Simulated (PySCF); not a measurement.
C₂H₆N, SMILES [CH2]CN, multiplicity 2.

Geometry optimised at PBE0-D3(BJ)/def2-TZVP. The isomer is the one that the SMILES or the coordinates give; other isomers of the formula were not compared. One conformer was computed; it need not be the lowest.

Two levels are set side by side: PBE/def2-TZVPD (PySCF) and CAM-B3LYP/def2-TZVPD (PySCF). Same geometry, gas phase. Differences are taken from unrounded values.

```csv
quantity,CAM-B3LYP
α-spin orbital gap (eV),8.32
β-spin orbital gap (eV),8.14
dipole moment (D),1.35
mean polarisability (bohr³),37.2
```

Problem. What does PBE give, and how far is it from CAM-B3LYP? (Estimate from the structure and the level; the computed values follow.)

Solution. 
| quantity | PBE | PBE minus CAM-B3LYP |
|---|---|---|
| α-spin orbital gap (eV) | 4.37 | -3.95 |
| β-spin orbital gap (eV) | 3.01 | -5.14 |
| dipole moment (D) | 1.31 | -0.05 |
| mean polarisability (bohr³) | 40.0 | 2.7 |

PBE's more diffuse valence density responds more strongly to a field. Differences between two approximate levels are no errors against the true value.

Rough cost on one machine, each run with all the roots and properties that it gave: CAM-B3LYP against PBE within a factor of 2.
